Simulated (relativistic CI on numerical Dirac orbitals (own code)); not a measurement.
# Hyperfine structure of Ge¹⁶⁺, mass number 73

Method of calculation: Dirac-Coulomb-Breit CI, orbitals from a KLI potential per configuration, model QED, unscaled Slater integrals (own radial code, finite nucleus).

Configurations in the expansion (outside the closed core [Ne]): 3s2 3p4, 3s 3p5, 3s2 3p3 3d, 3p6, 3s 3p4 3d, 3p5 3d, 3s 3p3 3d2, 3s2 3p3 4s, 3s2 3p2 3d 4p, 3p5 4s, 3s2 3p3 4p, 3p5 4p, 3s 3p3 3d 4s, 3s2 3p2 3d2, 3s2 3p 3d3, 3s 3p2 3d3, 3s2 3p 3d2 4s, 3s2 3p 3d2 4p, 3p4 3d2, 3p3 3d3, 3p3 3d2 4s, 3p3 3d2 4p. Double excitations out of closed p, d and f shells are left out; levels of such configurations are missing from the list, as are those of other unlisted configurations, and high levels can miss mixing partners.

Nuclear spin I = 9/2, μ = -0.87824 μN, Q = -0.196 b (tables of Stone and Pyykkö). The electronic factors are computed for point nuclear moments, without core polarisation or the Bohr-Weisskopf and QED corrections.

```json
{"Level": "3s2 3p4 3P_2", "E (eV)": "0.0000", "A (MHz)": "-1905", "B (MHz)": "-2470"}
{"Level": "3s2 3p4 3P_1", "E (eV)": "5.1063", "A (MHz)": "127.9", "B (MHz)": "1760"}
{"Level": "3s2 3p4 1D_2", "E (eV)": "9.3354", "A (MHz)": "-4065", "B (MHz)": "6010"}
{"Level": "3s 3p5 3P°_2", "E (eV)": "53.3421", "A (MHz)": "-8461", "B (MHz)": "3190"}
{"Level": "3s 3p5 3P°_1", "E (eV)": "56.5459", "A (MHz)": "-5667", "B (MHz)": "-1460"}
{"Level": "3s 3p5 1P°_1", "E (eV)": "68.7474", "A (MHz)": "-7690", "B (MHz)": "2470"}
{"Level": "3s2 3p3 3d 5D°_2", "E (eV)": "71.0723", "A (MHz)": "-741.4", "B (MHz)": "120"}
{"Level": "3s2 3p3 3d 5D°_3", "E (eV)": "71.1141", "A (MHz)": "-672.6", "B (MHz)": "-344"}
```

Levels with J = 0, under 50 % of one LS term, or S terms without an open s electron are left out. Small factors come from cancelling terms and can be off by tens of per cent or more.

At this charge energies of transitions that change n are usually good to better than 1 %, and those within a shell (Δn = 0) to a few per cent.

Q: Give the hyperfine levels of 3s2 3p4 3P_2 relative to its centre of gravity.

A: With K = F(F + 1) − I(I + 1) − J(J + 1), E = AK/2 + B[¾K(K + 1) − I(I + 1)J(J + 1)]/[2I(2I − 1)J(2J − 1)]: F = 5/2: 19820, F = 7/2: 14230, F = 9/2: 6435, F = 11/2: -4040, F = 13/2: -17760 MHz.

LS names give the leading component of a level, which can be under half, so a name can repeat, a term be missing and a line seem to break the LS rules.
